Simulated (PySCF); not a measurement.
## Diatomic cations of Sn with group 13

PBE with double-zeta basis sets in PySCF, for the lowest determinant that a PBE0 search found; no spin–orbit coupling. De refers to high-spin ground-configuration atoms (the charge goes to the atom of lower measured ionisation energy or higher electron affinity, which is not always the lowest computed limit). A positive dipole points towards Sn; it is taken about the centre of mass and depends on that origin.

| M | basis | charged atom | state (unpaired electrons) | Re (Å) | ωe (cm⁻¹) | De (eV) | μ (D) |
| --- | --- | --- | --- | --- | --- | --- | --- |
| B | cc-pVDZ-PP/cc-pVDZ | Sn+ | triplet (σ ↑, π ↑) | 2.426 | 388 | 2.27 | -1.45 |
| Al | x2c-SVPall | Al+ | triplet (σ ↑, π ↑) | 3.006 | 160 | 1.41 | -4.66 |
| Ga | cc-pVDZ-PP | Ga+ | triplet (σ ↑, π ↑) | 3.097 | 102 | 1.28 | -2.24 |
| In | cc-pVDZ-PP | In+ | triplet (σ ↑, π ↑) | 3.293 | 81.3 | 1.06 | -1.30 |
| Tl | def2-SVP | Tl+ | triplet (σ ↑, π ↑) | 3.384 | 67.8 | n/a | 0.51 |

The shortest bond is that of SnB⁺ (2.426 Å), the longest that of TlSn⁺ (3.384 Å).

The rows differ in basis set, which adds steps of its own.

Down a group the atoms grow and get heavier, so bonds lengthen and wavenumbers fall; this series shows no clear exception.

Spin–orbit coupling is left out, which matters for elements this heavy, above all for dissociation energies. For an ion De counts to the pair picked by the measured ionisation energies or electron affinities, which need not be the lowest pair at this level. States were picked by a PBE0 search and need not be the measured ground states.
